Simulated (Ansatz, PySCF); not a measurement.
C2H2 (SMILES C#C) and N2 (SMILES N#N) are pulled apart as rigid monomers along the line of their centres of mass, from the B3LYP-D3(BJ)/def2-TZVP minimum. Starting geometry (charge 0, multiplicity 1):
```json
[
 {"atom": "C", "x (Å)": "-0.4374", "y (Å)": "0.4278", "z (Å)": "-1.0306"},
 {"atom": "C", "x (Å)": "-0.0409", "y (Å)": "0.0401", "z (Å)": "0.0303"},
 {"atom": "H", "x (Å)": "-0.7903", "y (Å)": "0.7730", "z (Å)": "-1.9716"},
 {"atom": "H", "x (Å)": "0.3088", "y (Å)": "-0.3019", "z (Å)": "0.9744"},
 {"atom": "N", "x (Å)": "0.4424", "y (Å)": "-0.4346", "z (Å)": "4.6429"},
 {"atom": "N", "x (Å)": "0.5160", "y (Å)": "-0.5056", "z (Å)": "3.5572"}
]
```

Interaction energies with rigid monomers; basis-set methods are counterpoise corrected unless marked otherwise.

Cores are frozen in the correlated methods. Rows in 6-31G*, STO-3G carry no dispersion term and start afresh at each structure (6-31G* with six Cartesian d functions).

Programs: Ansatz (Gaussian orbitals); PySCF for 6-31G* rows, STO-3G rows. 

```
H4···N6 (Å)  HF/STO-3G (no counterpoise) (kJ/mol)  HF/aug-cc-pVTZ (kJ/mol)  M06-2X/6-31G* (no counterpoise) (kJ/mol)  wB97X-V/def2-TZVPPD (kJ/mol)  MP2/aug-cc-pVDZ (kJ/mol)
-----------  ------------------------------------  -----------------------  ----------------------------------------  ----------------------------  ------------------------
2.34                                         -0.9                      2.9                                      -2.6                          -1.2                      -1.3
2.60                                         -2.1                     -0.1                                       [?]                          -2.8                      -3.0
2.99                                         -1.7                     -1.0                                      -3.1                          -2.5                      -2.7
3.63                                         -0.8                     -0.7                                      -1.7                          -1.2                       [?]
4.67                                         -0.3                     -0.3                                      -0.3                          -0.4                      -0.5
```

Task: What belongs in the gaps?

Result: 
- 3.63, MP2/aug-cc-pVDZ (kJ/mol): -1.4
- 2.60, M06-2X/6-31G* (no counterpoise) (kJ/mol): -3.6

Ansatz is a first-principles code.
